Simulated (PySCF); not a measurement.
C₃H₅O (SMILES [CH2]C(C)=O), doublet, at a GFN2-xTB geometry. Base run: PBE0/3-21G (PySCF).

Input for PySCF:
```python
from pyscf import gto, scf, dft

mol = gto.M(
    atom='''
C     1.23934433    0.17190487    0.63842054
C     0.06380250   -0.08707201   -0.11758676
C    -1.21885315    0.50306017    0.42635831
O     0.08621174   -0.75116388   -1.15254531
H     1.20948174    0.75363218    1.54197258
H     2.18364825   -0.22055962    0.30383454
H    -1.40875201    0.11743875    1.42591643
H    -2.04962241    0.24579541   -0.22437056
H    -1.13021151    1.58564619    0.48985697
''',
    basis='3-21g',
    spin=1,
    verbose=3,
)

mf = dft.UKS(mol)
mf.xc = 'pbe0'
mf.kernel()
```

The base run was repeated with changes; each row names its change, and settings that it needs were set with it.

```csv
change,ΔE vs base (mEh),grid points,electrons on the grid
base,0.000,105480,31.00001
grids.level = 5,0.004,289616,31.00000
grids.prune = dft.gen_grid.sg1_prune,-0.008,46920,31.00008
grids.becke_scheme = stratmann,0.005,105480,31.00001
grids.level = 1,-0.031,33080,31.00021
small_rho_cutoff = 0,0.000,105480,31.00001
grids.level = 0,16.270,7448,31.00449
"grids.atom_grid = (75, 302)",0.000,130632,31.00001
"grids.atom_grid = (150, 974)",0.004,727624,31.00000
grids.prune = dft.gen_grid.treutler_prune,-0.001,90824,31.00001
grids.level = 2,-0.001,71696,31.00002
```

Open shells are given as the SCF converged; they aren't shown to be the lowest states, and a large step between rows can be another state.
